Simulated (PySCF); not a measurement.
# Ga: ionisation energy

Ga [Ar] 3d10 4s2 4p1 (2P) → Ga⁺ [Ar] 3d10 4s2 (1S), as a difference of total energies. Computed with PySCF 2.14 in 6-31G*, with no relativity, point nucleus. Correlated levels: valence: [Ar] 3d10 frozen. The calculations carry no spin-orbit coupling.

```tsv
method	ionisation energy (eV)
UHF	5.570
B3LYP	6.082
TPSS	6.095
MP2 (valence)	5.702
SCS-MP2 (valence)	5.684
CCSD (valence)	5.762
CCSD(T) (valence)	5.775
```

Task: How much does correlation contribute at CCSD(T) (valence)?

Result: 5.775 − (5.570) = 0.205 eV, measured against UHF.

These non-relativistic numbers lack the scalar-relativistic shift.

Errors of the correlated levels include the incompleteness of this basis and the frozen core.

For comparison: 5.931 eV (measured; NIST levels, between the centres of gravity of the two terms).
